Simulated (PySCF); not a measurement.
BClFH₂N, SMILES NB(F)Cl.

Coordinates come from a B3LYP-D3(BJ)/def2-SVP optimisation. One conformer was computed; it need not be the lowest.

Level of theory: TDA-CAM-B3LYP/def2-SVPD (PySCF 2.14.0).

Vertical excitations. Gas-phase values at a fixed geometry. State labels are in the subgroup Cs.

**Question.** Give excitation energies, oscillator strengths and character. (The exact figures need the calculation; the answer reports its results.)

**Answer.** 
```
state  symmetry  energy (eV)  λ (nm)      f                                                               main pairs
-----  --------  -----------  ------  -----  -----------------------------------------------------------------------
S1           A"         7.47     166  0.013                                                           HOMO→LUMO 91 %
S2           A'         8.39     148  0.041                                                         HOMO−1→LUMO 81 %
S3           A"         8.43     147  0.000                                                       HOMO−1→LUMO+1 99 %
S4           A'         8.64     143  0.324                                                         HOMO→LUMO+1 82 %
S5           A"         8.75     142  0.084                                       HOMO→LUMO+2 44 %, HOMO−2→LUMO 42 %
S6           A"         8.86     140  0.001                                       HOMO→LUMO+3 48 %, HOMO→LUMO+4 31 %
S7           A"         9.36     133  0.018                     HOMO−2→LUMO 39 %, HOMO→LUMO+2 28 %, HOMO→LUMO+4 20 %
S8           A'         9.59     129  0.000                                   HOMO−1→LUMO+2 61 %, HOMO−1→LUMO+4 27 %
S9           A"         9.67     128  0.000  HOMO→LUMO+4 32 %, HOMO→LUMO+3 31 %, HOMO−2→LUMO 10 %, HOMO−2→LUMO+2 7 %
S10          A'         9.79     127  0.113                                                       HOMO−2→LUMO+1 80 %
T1           A'         7.04     176      0                                                         HOMO→LUMO+1 90 %
T2           A"         7.16     173      0                                                           HOMO→LUMO 84 %
T3           A'         8.20     151      0                                                         HOMO−1→LUMO 80 %
T4           A"         8.28     150      0                                                       HOMO−1→LUMO+1 98 %
```
Triplets are in the Tamm–Dancoff approximation.
